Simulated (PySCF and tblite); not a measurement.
Results of a calculation; reference values are marked as such.
Dynamics report: rotation

System: C₇H₅FS, numbered as in [F:1][c:2]1[cH:3][cH:4][c:5]([CH:6]=[S:7])[cH:8][cH:9]1.

Motion: rotation about the C5–C6 bond (torsion C4–C5–C6–S7 from -180° to 0°, rising). Geometries: GFN2-xTB; energies: PBE0/pcSseg-1 + D3(BJ); zero-point and thermal terms from GFN2-xTB harmonic modes (soft modes blended into free rotors). Rates follow Eyring's equation with the number of equivalent paths and no tunnelling. Shieldings: GIAO at the same DFT level; methyl-like tops are averaged, other torsions stay as in the two minima; line shapes leave out couplings. Programs: tblite and PySCF.

| point | symmetry | E(GFN2) kcal/mol | E(DFT) kcal/mol | ZPE change kcal/mol | lowest mode cm⁻¹ | dipole D |
| --- | --- | --- | --- | --- | --- | --- |
| start | Cs | 0.0 | 0.0 | 0.00 | 66 | 2.22 |
| saddle | Cs | 7.5 | 9.9 | -0.49 | 125i | 1.42 |
| end | Cs | 0.0 | 0.0 | 0.00 | 66 | 2.22 |

```
Electronic barrier                                      : 9.9 kcal/mol
Barrier with zero-point energy                          : 9.4 kcal/mol
ΔH‡ (298 K)                                             : 9.0 kcal/mol
ΔS‡ (298 K, symmetry apart)                             : -2.4 cal/(mol K)
Paths                                                   : 2 equivalent paths
End point                                               : the same structure with atoms interchanged, or its mirror image
Mean lifetime of the start against this motion at 298 K : 1.1 µs
Cost                                                    : 49 s on 1 thread of Arm Neoverse V2, on a host shared with other jobs (rough), peak memory 0.86 GiB, launched as `OMP_NUM_THREADS=1 python ens_run.py task.json out`
```

```json
{"T/K": "150", "ΔG‡ kcal/mol": "9.5", "k s⁻¹": "0.1"}
{"T/K": "200", "ΔG‡ kcal/mol": "9.5", "k s⁻¹": "314"}
{"T/K": "250", "ΔG‡ kcal/mol": "9.6", "k s⁻¹": "4×10⁴"}
{"T/K": "298", "ΔG‡ kcal/mol": "9.7", "k s⁻¹": "9.4×10⁵"}
{"T/K": "350", "ΔG‡ kcal/mol": "9.8", "k s⁻¹": "1.1×10⁷"}
{"T/K": "400", "ΔG‡ kcal/mol": "9.9", "k s⁻¹": "6.2×10⁷"}
{"T/K": "500", "ΔG‡ kcal/mol": "10.2", "k s⁻¹": "7.2×10⁸"}
```

ΔG and ΔG‡ leave out symmetry numbers and mirror images; rates count paths: 2 out.

Sites that the motion interchanges:

| nucleus | site | ppm | scale |
| --- | --- | --- | --- |
| ¹³C | C4 | 142.9 | δ against TMS |
| ¹³C | C8 | 136.9 | δ against TMS |
| ¹H | H on C4 | 7.73 | δ against TMS |
| ¹H | H on C8 | 9.01 | δ against TMS |
| ¹³C | C3 | 121.3 | δ against TMS |
| ¹³C | C9 | 122.7 | δ against TMS |

```tsv
nucleus	sites	¹H MHz	spread Hz	coalescence K	k there s⁻¹
¹³C	C4 / C8	60	90	196	199
¹³C	C4 / C8	80	120	199	268
¹³C	C4 / C8	100	150	200	333
¹H	H on C4 / H on C8	60	77	195	171
¹H	H on C4 / H on C8	80	103	197	228
¹H	H on C4 / H on C8	100	128	199	285
¹³C	C3 / C9	60	22	186	47
¹³C	C3 / C9	80	29	188	64
¹³C	C3 / C9	100	36	189	80
```
